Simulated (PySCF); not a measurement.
## Magnetisability: SMILES S=C1C[BH2-]N1, [C2H5BNS]-, charge -1

Geometry (Å), atoms numbered from 1 in this order:
```xyz
10

S     2.475    0.044    0.035
C     0.799   -0.029    0.032
C    -0.197   -1.103   -0.369
B    -1.362    0.002    0.075
N    -0.089    0.883    0.398
H    -0.095   -1.377   -1.432
H    -0.072   -2.019    0.232
H    -2.070    0.464   -0.835
H    -2.043   -0.275    1.076
H     0.187    1.796    0.747
```

Total charge -1.

The calculation used PySCF 2.14.0, GIAO B3LYP/pcSseg-1 magnetisability, rotational g tensor and spin-rotation constants, non-relativistic, gas phase. Geometry: PBE0-D3(BJ)/def2-SVP.

For an ion the centre-of-mass motion in the field is neglected.

What are the magnetisability and the molar susceptibility?

Isotropic -910 × 10⁻³⁰ J/T², or -54.8 × 10⁻⁶ cm³/mol; principal values -981, -936, -814 × 10⁻³⁰ J/T², anisotropy 150 × 10⁻³⁰ J/T² (root of half the summed squared differences of the principal values). The susceptibility is in cgs units.

Split it along the inertial axes a, b, c into diamagnetic and paramagnetic parts about the centre of mass, with the quadrupole moment.


| axis | χ (10⁻⁶ cm³/mol) | diamagnetic (10⁻⁶ cm³/mol) | paramagnetic (10⁻⁶ cm³/mol) | summed x² of all electrons (Å²) | quadrupole Θ (D Å) |
| --- | --- | --- | --- | --- | --- |
| a | -57.9 | -197.8 | 139.9 | 112.2 | -25.12 |
| b | -50.2 | -531.5 | 481.3 | 33.6 | +14.91 |
| c | -56.4 | -618.5 | 562.1 | 13.1 | +10.21 |

Anisotropies 2χaa − χbb − χcc = -9.3 and 2χbb − χaa − χcc = +14.0 × 10⁻⁶ cm³/mol. Θ is traceless in Buckingham's convention.

And the rotational g tensor?


| axis | rotational constant (GHz) | g | nuclear part | electronic part |
| --- | --- | --- | --- | --- |
| a | 11.6738 | -0.1032 | 0.6641 | -0.7672 |
| b | 2.7110 | -0.0639 | 0.5492 | -0.6130 |
| c | 2.2737 | -0.0440 | 0.5565 | -0.6004 |

Asymmetric top; isotopes 11B, 12C, 1H, 14N, 32S; no vibrational averaging.
